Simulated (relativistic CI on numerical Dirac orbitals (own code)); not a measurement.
## Hyperfine structure of Pb⁶⁸⁺, mass number 207

Computed by Dirac-Coulomb-Breit CI, KLI orbitals optimised for each configuration, QED by a radiative potential, unscaled Slater integrals (own radial code, finite nucleus).

Configurations in the expansion (outside the closed core [Ne]): 3s2.3p2, 3s2.3p.3d, 3s.3p3, 3s2.3d2, 3p4, 3s.3p2.3d, 3p2.3d2, 3s.3p.3d2, 3p3.3d, 3s2.3d.4s, 3s2.3d.4p, 3s.3p.3d.4s, 3s2.3p.4s, 3p3.4s, 3s.3p.3d.4p, 3p3.4p. Levels of other configurations are missing.

Nuclear spin I = 1/2, μ = 0.5906 μN (tables of Stone and Pyykkö). The electronic factors are computed for point nuclear moments, without core polarisation or the Bohr-Weisskopf and QED corrections.

```tsv
Level	E (eV)	A (GHz)
3s2.3p2 3P_1	576.96	-523.3
3s2.3p2 1D_2	587.52	1267
3s2.3p.3d 3F°_2	827.75	1149
3s2.3p2 3P_2	1172.96	377.5
```

Levels with J = 0, under 50 % of one LS term, or S terms without an open s electron are left out. Small factors come from cancelling terms and can be off by tens of per cent or more.

At this charge energies of transitions that change n are usually good to better than 1 %, and those within a shell (Δn = 0) to a few per cent.

Q: Give the hyperfine levels of 3s2.3p2 3P_1 relative to its centre of gravity.

A: With K = F(F + 1) − I(I + 1) − J(J + 1), E = AK/2: F = 1/2: 523.3, F = 3/2: -261.6 GHz.

LS names give the leading component of a level, which can be under half, so a name can repeat, a term be missing and a line seem to break the LS rules.
